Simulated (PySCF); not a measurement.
**TlS⁺ at TPSS**

Computed with TPSS; basis Tl cc-pVDZ-PP with ECP60, S cc-pV(D+d)Z; scalar-relativistic core potentials; PySCF 2.14.

```json
{
  "state": "³Σ⁻ (triplet), unpaired electrons π ↑↑",
  "bond length": "3.206 Å",
  "harmonic wavenumber": "119 cm⁻¹",
  "force constant": "0.232 mdyn/Å",
  "rotational constant Be": "0.05928 cm⁻¹",
  "anharmonicity ωexe": "0.994 cm⁻¹",
  "vibration–rotation constant αe": "0.000540 cm⁻¹",
  "bond order (Mayer)": "0.32",
  "dipole moment (positive dipole points towards S; it is taken about the centre of mass and depends on that origin)": "0.91 D"
}
```

These are scalar-relativistic numbers at best; spin–orbit coupling would shift them, the dissociation energy most. The state was picked by a PBE0 search and need not be the measured ground state.
